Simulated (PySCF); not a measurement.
## `O=[SH]c1ccc[se]1`, C$_{4}$H$_{4}$OSSe

Geometry (Å), atoms numbered from 1 in this order:
```xyz
11

O     2.7006    1.5905    0.0505
S     2.4676    0.1711    0.3296
C     0.6785    0.0595    0.1421
C    -0.1896   -0.9691    0.3344
C    -1.5418   -0.6096    0.1242
C    -1.7330    0.6940   -0.2106
Se   -0.1593    1.6664   -0.3014
H     2.6910   -0.4805   -0.9169
H     0.1226   -1.9624    0.6081
H    -2.3496   -1.3145    0.2261
H    -2.6815    1.1572   -0.4120
```

The calculation used GIAO PBE0/pcSseg-1 magnetisability, rotational g tensor and spin-rotation constants, non-relativistic, gas phase in PySCF 2.14.0. Geometry: GFN2-xTB.

The calculation is non-relativistic, which matters for the atoms heavier than Zn.

Q: Give the nuclear spin-rotation constants along the inertial axes (H = +C I·J) beside the isotropic shieldings.

A: Rotational constants 2.8931, 1.3315, 0.9182 GHz. A star marks the isotopologue with that one atom substituted, in its own axes.
| atom | isotope | Caa (kHz) | Cbb (kHz) | Ccc (kHz) | mean (kHz) | σ (ppm) |
| --- | --- | --- | --- | --- | --- | --- |
| H8 | 1H | -0.158 | -0.104 | 0.076 | -0.062 | 20.8 |
| H9 | 1H | -0.200 | 0.104 | -0.104 | -0.067 | 24.6 |
| H10 | 1H | 0.048 | -0.015 | -0.094 | -0.020 | 24.4 |
| H11 | 1H | 0.235 | -0.079 | -0.102 | 0.018 | 23.7 |
| O1 | 17O* | 0.177 | -0.307 | -0.046 | -0.059 | 307.5 |
| S2 | 33S* | 1.346 | 0.385 | 0.402 | 0.711 | 192.8 |
| C3 | 13C* | 1.398 | 0.490 | 0.293 | 0.727 | 5.8 |
| C4 | 13C* | 1.123 | 0.534 | 0.116 | 0.591 | 60.2 |
| C5 | 13C* | 1.271 | 0.472 | 0.149 | 0.630 | 51.2 |
| C6 | 13C* | 1.435 | 0.504 | 0.124 | 0.688 | 40.2 |
| Se7 | 77Se* | 6.255 | 3.535 | 1.705 | 3.832 | 1102.7 |

For the geometry as given, no vibrational averaging.

Q: How do the rotational constants and the g tensor change when H8, H9, H10, H11 are replaced by deuterium?

A: Constants 2.6456, 1.2534, 0.8613 GHz; g -0.0534, -0.0231, 0.0044, against -0.0585, -0.0243, 0.0048 before.
